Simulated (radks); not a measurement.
Q: All-electron atom: the selenium ion Se18+ in [Ne] 3s2 3p4. Method: scalar-relativistic Kohn-Sham, SCAN, spin-polarised, spherical densities, finite nucleus; open shells are filled with parallel spins first; meta-GGA in the generalised Kohn-Sham scheme; Fermi nuclear charge, rms radius 4.14 fm; computed with a radial shooting solver on a logarithmic mesh with Libxc functionals. Some entries of the table are withheld. Estimate them.

| orbital | occ. | eigenvalue (hartree) | <r> (bohr) | <1/r> (bohr^-1) |
|---|---|---|---|---|
| 1s up | 1 | -486.5491 | 0.04410 | 34.55 |
| 1s down | 1 | -486.4421 | 0.04409 | 34.55 |
| 2s up | 1 | -84.86982 | 0.1939 | 7.720 |
| 2s down | 1 | -84.81041 | 0.1938 | 7.718 |
| 2p up | 3 | -77.79350 | 0.1693 | 7.532 |
| 2p down | 3 | -77.68428 | 0.1693 | 7.529 |
| 3s up | 1 | -29.08710 | (1) | 2.916 |
| 3s down | 1 | -28.70774 | (2) | 2.899 |
| 3p up | 3 | (3) | 0.4907 | 2.814 |
| 3p down | 1 | (4) | 0.4925 | 2.804 |

A: 
(1) 3s up <r> (bohr): 0.4987
(2) 3s down <r> (bohr): 0.5007
(3) 3p up eigenvalue (hartree): -26.76645
(4) 3p down eigenvalue (hartree): -26.38456
